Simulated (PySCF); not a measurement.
# Dipole moment and polarisability of `[H]/N=C\CC(=O)C=C`

Species: C5H7NO.
Geometry (GFN2-xTB, Å), atoms numbered from 1 in this order:
```xyz
14
C5H7NO angstrom
C     -2.5070    0.3377   -0.0297
C     -1.2249    0.4925    0.2773
C     -0.4245   -0.6276    0.8128
O     -0.8598   -1.7445    0.9646
C      1.0246   -0.2788    1.1129
C      1.7967   -0.4030   -0.1777
N      2.3455    0.5027   -0.8402
H     -2.9842   -0.6185    0.1140
H     -3.1090    1.1370   -0.4265
H     -0.7200    1.4384    0.1421
H      1.4198   -1.0031    1.8267
H      1.1057    0.7338    1.5121
H      1.8639   -1.4113   -0.5749
H      2.2725    1.4443   -0.4556
```

Level: CAM-B3LYP/def2-SVPD (PySCF), static field, nuclei fixed, core orbitals frozen in the response. The polarisability tensor in these axes (au):

```
x   85.65  2.58 -0.36
y    2.58 69.13 -7.43
z   -0.36 -7.43 56.75
```

What are the eigenvalues, a third of the trace, and Δα (Δα² = ½Σ(αi − αj)² over the three pairs)?

Principal values 53.26, 72.15 and 86.12 au; mean 70.51 au = 10.45 Å³ = 11.63 × 10⁻⁴⁰ C²·m²/J; Δα = 28.57 au (41 % of the mean).

What is the dipole moment, and where does it point?

(-0.85, 2.57, 1.20) D, 2.96 D in size, pointing from the negative to the positive side. Measured along this direction, the outermost atoms are H13 at the negative end and H9 at the positive end.

Find the Langevin capture rate constant for H3O+ (19.018 u) meeting this molecule (97.053 u), k = 2.342 × 10⁻⁹ cm³/s × √(α in Å³ / reduced mass in u).

The reduced mass is 15.90 u, so k = 1.90 × 10⁻⁹ cm³/s. The formula leaves out the permanent dipole, which adds to the capture rate.

Rayleigh depolarisation ratio (linearly polarised light, static tensor)?

ρ = 3Δα²/(45ᾱ² + 4Δα²) = 2448.8/(223725 + 3265.1) = 0.0108.

What would n − 1 = 2πNα be for an ideal gas of these molecules at 400 K and 1 atm, electronic part alone?

N = p/kT = 1.8347 × 10¹⁹ cm⁻³, so n − 1 = 2π × N × 10.45 × 10⁻²⁴ cm³ = 1205 × 10⁻⁶ at long wavelengths.

One conformer (not necessarily the lowest) at the GFN2-xTB geometry, without solvent, vibrations or thermal averaging.

These values come from a run that also computed excited states. The run took 28 s of wall time on one thread of an x86-64 server, shared host.
